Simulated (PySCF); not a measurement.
# Reading the logs of faulty runs: GeH3N

These are calculations, not measurements. The program is PySCF 2.14.0, an open-source quantum chemistry code, run on an isolated molecule that a program drew, which may never have been made. The molecule is GeH3N (charge 0, singlet), drawn as the SMILES string `[NH]=[GeH2]`.

Each row is a Hartree-Fock (HF) and frozen-core CCSD(T) single point in the cc-pVDZ basis, meant for a local HF minimum. Run 1 is clean. Each other run has one planted mistake out of seven kinds, and not every kind appears here: one electron removed, one electron added, multiplicity raised by two, geometry at a saddle point, minimal basis STO-3G, one bond length entered in bohr, all coordinates scaled. The reference is restricted for singlets and unrestricted otherwise, and also for a bond in bohr. Adding or removing an electron swaps singlet and doublet. Electrons count all cores. HOMO and LUMO are orbital energies over both spins, the gradient is its largest component, and the lowest frequency (negative if imaginary) is given only where the gradient is small. Bond lengths are over the 4 bonds as drawn. T1 is the CCSD diagnostic: over 0.02 (restricted) or 0.045 (unrestricted) a single reference is doubtful. Germanium has the cc-pVDZ-PP basis, with a core potential (ECP10MDF) in place of its 10 inner electrons, and its 3s, 3p and 3d shells are frozen in CCSD(T).

Geometry of the clean run:
```xyz
5
GeH3N, angstrom
N     0.0691   -1.9629   -0.6119
Ge    0.7374   -0.4237   -0.7080
H    -0.5907   -2.1576   -1.3522
H     0.4657    0.6635   -1.7487
H     1.7464   -0.0013    0.3455
```

| run | electrons | basis functions | <S^2> | HOMO (eV) | LUMO (eV) | gradient (hartree/bohr) | lowest frequency (cm^-1) | mean bond (Å) | longest bond (Å) | T1 | HF (hartree) | CCSD(T) (hartree) | mistake |
|---|---|---|---|---|---|---|---|---|---|---|---|---|---|
| 1 | 42 | 52 | 0.000 | -9.79 | 1.77 | 2.0e-05 | 590 | 1.4348 | 1.681 | 0.0217 | -349.49783 | -349.80662 | no fault |
| 2 | 42 | 52 | 2.026 | -6.72 | 0.36 | 1.4e-01 | - | 1.4348 | 1.681 | 0.0114 | -349.43635 | -349.69009 | multiplicity raised by two |
| 3 | 43 | 52 | 0.773 | 0.59 | 9.30 | 6.3e-02 | - | 1.4348 | 1.681 | 0.0154 | -349.45606 | -349.76255 | one electron added |
| 4 | 42 | 52 | 1.338 | -8.79 | 1.80 | 7.2e-02 | - | 1.6596 | 1.910 | 0.0938 | -349.38943 | -349.67128 | ? |
| 5 | 42 | 52 | 0.000 | -9.44 | 1.39 | 4.8e-02 | - | 1.5266 | 1.788 | 0.0271 | -349.48086 | -349.80257 | ? |

**Which mistake was planted in run 4, and what did it cost?**

The mean bond changes by a factor of 1.157 and the longest by 1.136, so the molecule wasn't scaled as a whole. A length L in bohr read as angstrom grows by (1/0.5292 - 1) L = 0.890 L. The 4 bonds together grew by 4 x 0.2248 = 0.899 Å, which gives L = 1.011 Å. That is bond N1-H3, 1.011 Å in the clean geometry. So the mistake is: one bond length entered in bohr. Subtracting run 1 and multiplying by 627.51 kcal/mol a hartree, the energy moved by 68.0 kcal/mol in HF and 84.9 kcal/mol in CCSD(T).

**Which mistake was planted in run 5, and what did it cost?**

The mean and the longest bond both change by the same factor, 1.064, and the gradient is no longer small. So the mistake is: all coordinates scaled. Subtracting run 1 and multiplying by 627.51 kcal/mol a hartree, the energy moved by 10.6 kcal/mol in HF and 2.5 kcal/mol in CCSD(T).

Cautions from the logs. Run 1: T1 is over the limit, so its CCSD(T) energy is less reliable; run 3: the HOMO is above zero, so the electron isn't bound and the energy depends on the basis; run 4: T1 is over the limit, so its CCSD(T) energy is less reliable; run 5: T1 is over the limit, so its CCSD(T) energy is less reliable.
